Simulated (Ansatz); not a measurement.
Ansatz (a quantum-chemistry and plane-wave program) input:

Ansatz 0.2 input:
```yaml
crystal:
  periodic: [false, false, false]
  atoms:
    - {symbol: C, position_ang: [0.58105689, -1.38511561, -1.32231240]}
    - {symbol: Ge, position_ang: [0.02900692, -0.07944728, -0.09458183]}
    - {symbol: C, position_ang: [-1.85865584, 0.65945300, 0.06860488]}
    - {symbol: C, position_ang: [1.13984088, 1.57706510, -0.18521629]}
    - {symbol: N, position_ang: [0.24260408, -0.70733166, 1.70706389]}
    - {symbol: H, position_ang: [0.86487425, -0.96896768, -2.29396198]}
    - {symbol: H, position_ang: [-0.13031814, -2.20747413, -1.44897213]}
    - {symbol: H, position_ang: [-2.57357128, -0.16336547, 0.15820667]}
    - {symbol: H, position_ang: [-2.11225421, 1.22864245, -0.82953786]}
    - {symbol: H, position_ang: [-1.96803739, 1.31555149, 0.93924302]}
    - {symbol: H, position_ang: [2.19626438, 1.30652553, -0.22809213]}
    - {symbol: H, position_ang: [0.97010331, 2.19170020, 0.70168182]}
    - {symbol: H, position_ang: [0.89474399, 2.16470090, -1.07408193]}
    - {symbol: H, position_ang: [0.71723074, -1.60334798, 1.64472635]}
    - {symbol: H, position_ang: [-0.65893755, -0.87874592, 2.14150248]}
basis:
  gaussian:
    orbitals: cc-pVQZ
hamiltonian:
  xc: pbe
total_charge: -1
magnetization: {spin_polarized: false}
correlation: {method: rpa, electrons: outside_noble_gas}
```

### Question
Predict the final energy.

### Answer
-2250.86937 Eh (RPA@PBE/cc-pVQZ). The basis has 588 functions.

It need not be the lowest isomer of its formula. Whether it binds its extra electron was not tested at this geometry.
